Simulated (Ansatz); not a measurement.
Start from `BO[CH2][GeH3]` and change one atom or group to get `BOC[SiH2]Br`.

Ansatz, PBE0-D4/def2-TZVP geometries, multiplicity 1. Each molecule was computed in one conformer, which needn't be the lowest.

Scalar relativity is left out up to krypton. Spin–orbit coupling is left out; it splits and shifts lone-pair levels of the heavy atoms by tenths of an eV.

| property | `BO[CH2][GeH3]` |
| --- | --- |
| size of the dipole moment (ωB97M-V/def2-TZVPP) / D | 1.48 |
| HOMO energy (PBE/def2-TZVPP) / eV | -7.08 |
| HOMO–LUMO gap (PBE0/def2-TZVPP) / eV | 7.85 |
| HOMO–LUMO gap (PBE/def2-TZVPP) / eV | 5.61 |
| HOMO–LUMO gap (B3LYP/def2-TZVPP) / eV | 7.39 |
| LUMO energy (B3LYP/def2-TZVPP) / eV | -0.72 |

(1) What does the change do to each property? (Estimate.)

Answers

(1) Ansatz gave: 
```
                                          property  `BOC[SiH2]Br`  shift
size of the dipole moment (ωB97M-V/def2-TZVPP) / D           2.25   0.77
                 HOMO energy (PBE/def2-TZVPP) / eV          -7.11  -0.03
              HOMO–LUMO gap (PBE0/def2-TZVPP) / eV           7.86   0.01
               HOMO–LUMO gap (PBE/def2-TZVPP) / eV           5.62   0.01
             HOMO–LUMO gap (B3LYP/def2-TZVPP) / eV           7.39   0.00
               LUMO energy (B3LYP/def2-TZVPP) / eV          -0.74  -0.02
```

Dipoles are sizes alone; their direction can turn.

B3LYP here is the variant with VWN-RPA as its local correlation; programs differ in this.
